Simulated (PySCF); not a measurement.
## Orbital energies and ionisation energy

Compound: C₂H₁₁BNPSi.
Numbering: `[CH3:1][N:2]([CH3:3])[BH:4][PH:5][SiH3:6]` (hydrogens: H7, H8, H9 on C1; H10, H11, H12 on C3; H13 on B4; H14 on P5; H15, H16, H17 on Si6)

Geometry (PBE0-D3(BJ)/def2-SVP, Å), atoms numbered from 1 in this order:
```xyz
17
C2H11BNPSi angstrom
C     -0.8345   -0.6835   -1.1040
N     -1.0512    0.1340    0.0676
C     -2.2820   -0.1726    0.7618
B     -0.1747    1.1250    0.5116
P      1.4788    1.4965   -0.4242
Si     2.5938   -0.2628    0.4362
H      0.0392   -0.3284   -1.6679
H     -1.7114   -0.6414   -1.7732
H     -0.6699   -1.7416   -0.8342
H     -2.2945   -1.2236    1.1014
H     -2.3922    0.4775    1.6381
H     -3.1553   -0.0272    0.1011
H     -0.4865    1.7794    1.4797
H      2.0116    2.4284    0.5164
H      4.0641   -0.0358    0.2897
H      2.2182   -1.4826   -0.3426
H      2.2995   -0.5277    1.8799
```

Level: wB97X-D/def2-SVPD (PySCF). Frontier orbitals with their largest atomic shares (Löwdin; up to four atoms above 4 %):

| orbital | ε (eV) | main atoms |
| --- | --- | --- |
| HOMO−3 | -11.19 | Si6 27 %, H16 22 %, P5 20 %, H14 13 % |
| HOMO−2 | -10.34 | P5 31 %, B4 18 %, Si6 16 %, N2 11 % |
| HOMO−1 | -9.48 | N2 29 %, P5 18 %, B4 15 %, Si6 8 % |
| HOMO | -8.62 | ? |
| LUMO | 1.30 | B4 27 %, Si6 18 %, P5 17 %, N2 12 % |
| LUMO+1 | 1.89 | B4 31 %, Si6 12 %, P5 8 %, C3 7 % |
| LUMO+2 | 2.21 | Si6 32 %, P5 24 %, H17 12 %, B4 9 % |

Problem. What vertical ionisation energy does ΔSCF give, and how far is −ε(HOMO) from it?

Solution. ΔSCF: 8.71 eV (840 kJ/mol; threshold wavelength 142 nm); ⟨S²⟩ of the doublet left behind is 0.772, against 0.75 for a pure doublet. −ε(HOMO) is 8.62 eV, 0.09 eV below it. For the exact functional −ε(HOMO) would equal the first vertical ionisation energy; wB97X-D (range-separated hybrid) comes within 0.09 eV of that here. Holes in the HOMO−1 and HOMO−2 were tried too where these lie within 1.2 eV of the HOMO; the lowest converged state counts.

Problem. On which atoms does the HOMO lie?

Solution. P5 (three-coordinate phosphorus) 50 %, N2 (boron-bound nitrogen) 14 %, B4 (three-coordinate boron) 10 %, Si6 (SiH3 silicon) 8 %. The HOMO−1 lies 0.86 eV lower.

Problem. With α = 105.8 au, estimate the like-pair dispersion coefficient by London's formula C6 = (3/4)α²I.

Solution. I = 0.3201 Eh, so C6 ≈ 2690 au, a rough estimate.

Problem. Shift the occupied levels rigidly so that −ε(HOMO) equals the ΔSCF value. What binding energies result?

Solution. The shift is +0.09 eV: HOMO 8.71, HOMO−1 9.57, HOMO−2 10.43, HOMO−3 11.28 eV. A rigid shift is only a rough guide to the deeper ionisations.

Problem. How many of the 10 lowest singlet excitations (vertical TDDFT, same level) lie below the ionisation energy?

Solution. All 10; they run from 5.49 to 7.69 eV.

The structure is a single PBE0-D3(BJ)/def2-SVP conformer in the gas phase; no vibrational or solvent corrections.

The run behind these numbers computed excited states and ΔSCF ions as well. The run took 2.8 min wall on one thread, x86-64 server, on a shared host.

The pairwise dispersion term of wB97X-D wasn't added to the energies; at a given geometry it leaves orbitals and properties as they are.
